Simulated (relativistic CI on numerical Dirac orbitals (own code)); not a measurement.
**Energy levels of Os41+**

Method of calculation: Dirac-Coulomb-Breit CI, separate exchange-only KLI orbitals for each configuration, model QED (radiative potential, 1s self-energy scaled to tabulated hydrogen-like ionisation energies), unscaled Slater integrals (own radial code, finite nucleus).

Configurations in the expansion (outside the closed core [Ar] 3d10): 4s2.4p5, 4s.4p6, 4s2.4p4.4d, 4s.4p5.4d, 4s2.4p4.4f, 4s.4p5.4f, 4p6.4d, 4s.4p4.4d2, 4s2.4p3.4d.4f, 4p6.4f, 4p5.4d.4f, 4s.4p4.4f2, 4s2.4p4.5s, 4p6.5s, 4s2.4p4.5p, 4s.4p4.4d.5s, 4s2.4p3.4f.5s, 4s.4p5.5s, 4s2.4p4.5d, 4s.4p5.5p, 4s2.4p4.5f, 4s2.4p4.5g, 4s.4p5.5d, 4p5.4f.5s, 4s.4p5.5f, 4s2.4p4.6s, 4s2.4p4.6p, 4s2.4p3.4d2, 4s2.4p2.4d3, 4s.4p3.4d3, 4s2.4p2.4d2.4f, 4s.4p3.4d2.4f, 4s2.4p2.4d2.5s, 4p5.4d2, 4p4.4d3, 4p4.4d2.4f, 4p4.4d2.5s, 4p5.4d.5s, 4p4.4d.4f.5s, 4p4.4d.5s2, 4s2.4p3.5s2, 4s2.4p2.4d.5s2, 4s.4p3.4d.5s2, 4s2.4p2.4f.5s2, 4s.4p3.4f.5s2. Double excitations out of closed p, d and f shells are left out; levels of such configurations are missing from the list, as are those of other unlisted configurations, and high levels can miss mixing partners. These lack a partner that the ground configuration has and come out too high: 4s2.4p4.5p, 4s.4p5.5s, 4s2.4p4.5d, 4s.4p5.5p, 4s2.4p4.5f.

The lowest level is 4s2.4p5 2P°_3/2, with 99 % of that term; Hund's rules for 4s2.4p5 give 2P° with J = 3/2, in agreement.

```csv
No.,Configuration,Term,J,E (eV),%,Next component (%),Lifetime (s),jj configuration (%)
1,4s2.4p5,2P°,3/2,0.000,99,1 4s2.4p3.4d2 2P°,,4p3/2^3 (99)
2,4s2.4p5,2P°,1/2,107.073,98,1 4s2.4p3.4d2 2P°,8.44e-08,4p1/2 4p3/2^4 (98)
3,4s2.4p4.4d,4D,3/2,156.654,36,32 2D,3.37e-10,4p3/2^2 4d3/2 (98)
4,4s2.4p4.4d,4D,5/2,159.213,42,19 2F,4.81e-10,4p3/2^2 4d3/2 (93)
5,4s2.4p4.4d,4P,1/2,159.249,47,27 2P,6.00e-11,4p3/2^2 4d3/2 (95)
6,4s2.4p4.4d,2F,7/2,161.867,32,31 4F,4.74e-03,4p3/2^2 4d3/2 (98)
7,4s2.4p4.4d,2D,3/2,170.446,62,19 4F,1.53e-09,4p3/2^2 4d3/2 (95)
8,4s2.4p4.4d,2F,7/2,180.146,47,42 4D,1.53e-05,4p3/2^2 4d5/2 (97)
9,4s2.4p4.4d,4F,9/2,181.463,69,30 2G,2.18e-05,4p3/2^2 4d5/2 (99)
10,4s2.4p4.4d,2P,1/2,181.711,50,23 2S,5.13e-11,4p3/2^2 4d5/2 (87)
11,4s2.4p4.4d,2D,5/2,194.986,53,22 4P,1.17e-07,4p3/2^2 4d5/2 (98)
12,4s2.4p4.4d,2D,3/2,199.848,35,33 2P,2.15e-12,4p3/2^2 4d5/2 (92)
13,4s2.4p4.4d,2D,5/2,203.080,45,20 2F,1.55e-12,4p3/2^2 4d5/2 (88)
14,4s.4p6,2S,1/2,221.538,73,16 4s2.4p4.4d 4P,1.34e-12,4s (73)
15,4s2.4p4.4d,4D,1/2,258.060,79,16 2P,8.77e-11,4p1/2 4p3/2^3 4d3/2 (96)
16,4s2.4p4.4d,4D,3/2,263.211,34,29 4F,4.00e-10,4p1/2 4p3/2^3 4d3/2 (94)
17,4s2.4p4.4d,4F,5/2,267.655,46,37 2F,2.21e-11,4p1/2 4p3/2^3 4d3/2 (98)
18,4s2.4p4.4d,2G,7/2,268.751,59,25 2F,1.67e-07,4p1/2 4p3/2^3 4d3/2 (98)
19,4s2.4p4.4d,4D,7/2,284.123,42,39 4F,8.79e-08,4p1/2 4p3/2^3 4d5/2 (98)
20,4s2.4p4.4d,2P,3/2,286.700,54,35 4P,6.83e-13,4p1/2 4p3/2^3 4d3/2 (65)
21,4s2.4p4.4d,2D,5/2,287.375,58,18 2F,4.42e-13,4p1/2 4p3/2^3 4d3/2 (91)
22,4s2.4p4.4d,2S,1/2,287.608,40,26 2P,3.38e-13,4p1/2 4p3/2^3 4d3/2 (84)
23,4s2.4p4.4d,2P,3/2,288.791,47,26 2D,1.66e-12,4p1/2 4p3/2^3 4d5/2 (71)
24,4s2.4p4.4d,2F,5/2,290.524,47,21 4P,2.78e-08,4p1/2 4p3/2^3 4d5/2 (98)
25,4s2.4p4.4d,2G,9/2,290.834,68,30 4F,1.58e-07,4p1/2 4p3/2^3 4d5/2 (98)
26,4s2.4p4.4d,2D,5/2,293.859,52,25 4P,2.03e-11,4p1/2 4p3/2^3 4d5/2 (96)
27,4s2.4p4.4d,2F,7/2,298.181,76,12 4F,1.34e-07,4p1/2 4p3/2^3 4d5/2 (98)
28,4s2.4p4.4d,2D,3/2,313.182,66,13 4F,1.14e-12,4p1/2 4p3/2^3 4d5/2 (85)
29,4s2.4p4.4d,2P,1/2,319.284,70,25 2S,7.08e-13,4p1/2 4p3/2^3 4d5/2 (90)
30,4s2.4p3.4d2,4F°,3/2,320.915,29,23 2D°,5.76e-11,4p3/2 4d3/2^2 (96)
31,4s2.4p3.4d2,4D°,1/2,323.250,45,23 2P°,2.84e-11,4p3/2 4d3/2^2 (94)
32,4s2.4p3.4d2,4F°,5/2,323.544,25,20 4G°,5.85e-11,4p3/2 4d3/2^2 (91)
33,4s2.4p3.4d2,2G°,7/2,325.505,21,19 2F°,1.52e-10,4p3/2 4d3/2^2 (92)
34,4s2.4p3.4d2,4P°,3/2,333.567,18,16 2P°,7.85e-11,4p3/2 4d3/2^2 (86)
35,4s2.4p3.4d2,4G°,9/2,344.266,31,21 6F°,8.96e-11,4p3/2 4d3/2 4d5/2 (97)
36,4s2.4p3.4d2,2F°,7/2,344.919,25,17 4G°,3.98e-11,4p3/2 4d3/2 4d5/2 (92)
37,4s2.4p3.4d2,4P°,1/2,346.402,43,17 4s.4p5.4d 4P°,2.76e-11,4p3/2 4d3/2 4d5/2 (77)
38,4s2.4p3.4d2,4D°,3/2,346.646,27,13 2D°,1.76e-11,4p3/2 4d3/2 4d5/2 (81)
39,4s2.4p3.4d2,2F°,5/2,348.052,21,17 4D°,1.38e-11,4p3/2 4d3/2 4d5/2 (84)
40,4s2.4p3.4d2,6P°,5/2,349.673,24,24 4D°,1.21e-10,4p3/2 4d3/2 4d5/2 (96)
41,4s2.4p3.4d2,2F°,7/2,350.854,26,20 4D°,3.08e-11,4p3/2 4d3/2 4d5/2 (84)
42,4s2.4p3.4d2,4G°,11/2,351.274,39,30 2H°,4.58e-08,4p3/2 4d3/2 4d5/2 (88)
43,4s2.4p3.4d2,2G°,9/2,357.764,27,21 2H°,7.03e-12,4p3/2 4d3/2 4d5/2 (68)
44,4s2.4p3.4d2,2G°,7/2,358.044,17,15 4F°,3.50e-12,4p3/2 4d3/2 4d5/2 (74)
45,4s2.4p3.4d2,4F°,5/2,359.061,21,19 2D°,3.03e-12,4p3/2 4d3/2 4d5/2 (77)
```

Energies count from the lowest computed level; ° marks odd parity; lifetimes are radiative, by E1, M1, E2, M2, E3 decay to levels of this space only. Filled j subshells are mostly left out of the jj labels.

The mean weight of the leading LS term, summed over parents, in these 45 levels is 46 %, and that of the leading jj configuration (from the same eigenvectors) 90 %, so jj coupling describes them better and the LS labels are nominal.

At this charge energies of transitions that change n are usually good to better than 1 %, and those within a shell (Δn = 0) to a few per cent.

LS names give the leading component of a level, which can be under half, so a name can repeat, a term be missing and a line seem to break the LS rules.
